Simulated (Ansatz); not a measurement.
`[F][In]([Cl])[SeH]` + H–F → `[F][In]([F])[SeH]` + HCl at 298.15 K and 1 bar (ligand exchange at the In–Cl bond).

Gas-phase electronic energies from Ansatz, PBE0-D4/def2-TZVP geometries. CCSD(T)/CBS is the MP2 limit (def2-TZVPP, def2-QZVPP) plus CCSD(T) − MP2 in def2-TZVPP, frozen cores. This one scheme is used for every species. Elements past krypton have def2 core potentials. For In, Se outer-core shells are correlated without core-valence functions, which leaves a few kJ/mol of doubt a bond. Scalar relativity is left out up to krypton. One conformer a species, not always the lowest.

| species | CCSD(T)/CBS energy (Eh) | H − E (kJ/mol) | S (J/(mol·K)) |
| --- | --- | --- | --- |
| `[F][In]([Cl])[SeH]` | -3150.81023 | 48.8 | 369.3 |
| H–F | -100.39570 | 33.5 | 173.6 |
| `[F][In]([F])[SeH]` | -2790.80080 | 49.8 | 358.7 |
| HCl | -460.38127 | 26.6 | 186.8 |

H − E and S are ideal-gas, rigid-rotor, harmonic terms from PBE0-D4/def2-TZVP, for one conformer and one mirror image of each species. 1 Eh = 2625.50 kJ/mol, R = 8.31446 J/(mol·K).

Q: By hand: ΔE, ΔH, ΔS and ΔG.

A: ΔE = (-2790.80080) + (-460.38127) − (-3150.81023) − (-100.39570) = 0.02386 Eh = 62.6 kJ/mol. Δ(H − E) = 49.8 + 26.6 − 48.8 − 33.5 = -5.9, so ΔH = 56.7 kJ/mol. ΔS = 358.7 + 186.8 − 369.3 − 173.6 = 2.6 J/(mol·K). ΔG = 56.7 − 298.15 × (2.6)/1000 = 55.9 kJ/mol.

Q: By hand: the equilibrium constant, and the temperature at which ΔG would vanish if ΔH and ΔS stayed fixed.

A: log₁₀ K = −ΔG/(RT ln 10) = -9.8. ΔG = 0 at ΔH/ΔS = 21808 K, far beyond where these terms or the molecules hold.

The number of gas molecules stays the same, so ΔS is small and ΔH decides. A doubt of 5 kJ/mol in ΔE shifts log₁₀ K by 0.9 here. Other conformers and mirror images would add mixing entropy, several J/(mol·K) or more a flexible species. These are equilibria of isolated gas molecules and say nothing of rates. Largest T1 diagnostic: 0.015 (customary marks: 0.02 for closed shells, 0.045 for open ones).
